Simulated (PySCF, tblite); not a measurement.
Compound: C₇H₁₀OSSi.
Numbering: `[CH3:1][C@@H:2]1[CH2:3][S:4][Si@@H:5]1[c:6]1[cH:7][cH:8][cH:9][o:10]1` (hydrogens: H11, H12, H13 on C1; H14 on C2; H15, H16 on C3; H17 on Si5; H18 on C7; H19 on C8; H20 on C9)

Cartesian coordinates in Å at the GFN2-xTB level; atoms count from 1:
```xyz
20
C7H10OSSi angstrom
C     -1.5721    1.0924    0.9226
C     -1.8508    0.4448   -0.4283
C     -2.6404   -0.8651   -0.2955
S     -1.4220   -2.1361   -0.8260
Si    -0.3275   -0.3389   -1.2908
C      1.3229   -0.2124   -0.4374
C      1.8611   -0.8019    0.6767
C      3.1737   -0.3007    0.8041
C      3.3445    0.5568   -0.2406
O      2.2391    0.6175   -0.9930
H     -0.9675    1.9881    0.7957
H     -1.0327    0.4063    1.5729
H     -2.5036    1.3727    1.4134
H     -2.3980    1.1555   -1.0517
H     -3.5024   -0.9194   -0.9569
H     -2.9584   -1.0826    0.7218
H     -0.2143   -0.0679   -2.7217
H      1.3741   -1.5140    1.3114
H      3.8897   -0.5437    1.5621
H      4.1793    1.1591   -0.5418
```

Theory: PBE0/pcSseg-1 in PySCF (dipole) on a GFN2-xTB geometry, gas phase.

Take the most abundant isotopes and a rigid rotor. The values belong to one conformer with, in the numbering `[CH3:1][C@@H:2]1[CH2:3][S:4][Si@@H:5]1[c:6]1[cH:7][cH:8][cH:9][o:10]1`, S4–Si5–C6–C7 -21°, C1–C2–C3–S4 -112°, C2–C3–S4–Si5 -7°, C3–S4–Si5–C6 122°, C1–C2–Si5–S4 111°.

**Question.** What are A, B and C (MHz)?

**Answer.** Ia = 258.67, Ib = 813.10, Ic = 883.76 u·Å²; 505379 MHz·u·Å²/I gives A = 1954, B = 621.5, C = 571.9 MHz.

**Question.** What kind of rotor is it?

**Answer.** A near-prolate asymmetric top: κ = (2 × 621.5 − 1954 − 571.9)/(1954 − 571.9) = -0.93.

**Question.** What does the inertial defect say?

**Answer.** Not planar: Δ = Ic − Ia − Ib = -188.01 u·Å². For a rigid frame Δ = −2 Σ m c², so Σ m c² = 94.01 u·Å² lies off the ab plane: 19.85 from hydrogen and 74.15 from heavier atoms. The atom farthest from that plane is 2.29 Å away.

**Question.** Give the other two planar moments, Paa and Pbb, and the rms extents of the mass along the axes.

**Answer.** Paa = Σ m a² = (Ib + Ic − Ia)/2 = 719.09 and Pbb = Σ m b² = (Ia + Ic − Ib)/2 = 164.67 u·Å². With the mass M = 170.02 u, the rms extents √(P/M) along a, b and c are 2.06, 0.98, 0.74 Å.

**Question.** Which lines would a microwave search look for?

**Answer.** The dipole components are |μa| = 1.19 D, |μb| = 2.02 D, |μc| = 0.31 D. Intensities carry the squares of the components, which stand as 0.34 : 1.00 : 0.02 (a : b : c). Some lines, for components of 0.1 D or more:

```tsv
type	branch	J(Ka,Kc)	MHz	lower level (cm⁻¹)
b	R	2(0,2) ← 1(1,1)	1053	0.084
a	R	1(0,1) ← 0(0,0)	1193	0.000
c	Q	2(1,2) ← 2(0,2)	1284	0.119
c	Q	1(1,1) ← 1(0,1)	1332	0.040
b	Q	1(1,0) ← 1(0,1)	1382	0.040
b	Q	2(1,1) ← 2(0,2)	1433	0.119
a	R	2(1,2) ← 1(1,1)	2337	0.084
a	R	2(0,2) ← 1(0,1)	2385	0.040
a	R	2(1,1) ← 1(1,0)	2436	0.086
b	R	1(1,1) ← 0(0,0)	2526	0.000
c	R	1(1,0) ← 0(0,0)	2575	0.000
b	R	2(1,2) ← 1(0,1)	3669	0.040
c	R	2(1,1) ← 1(0,1)	3818	0.040
c	Q	2(2,1) ← 2(1,1)	3997	0.167
b	Q	2(2,0) ← 2(1,1)	3998	0.167
b	Q	2(2,1) ← 2(1,2)	4146	0.162
b	R	2(2,1) ← 1(1,0)	6433	0.086
c	R	2(2,0) ← 1(1,0)	6434	0.086
c	R	2(2,1) ← 1(1,1)	6483	0.084
b	R	2(2,0) ← 1(1,1)	6484	0.084
```

**Question.** Estimate the classical rotational partition function at 50 K, 200 K and 500 K.

**Answer.** Point group C1, symmetry number σ = 1; q = (√π/σ)·√((kT/h)³/(ABC)), k/h = 20836.6 MHz/K: 71500 at 50 K, 572000 at 200 K, 2260000 at 500 K.

Its GFN2-xTB frequencies are all real (lowest 25 cm⁻¹). These are rigid-rotor constants of the computed structure; measured ground-state constants (B0) also hold zero-point vibration. A rigid rotor knows nothing of internal rotation, which can split or shift real lines.
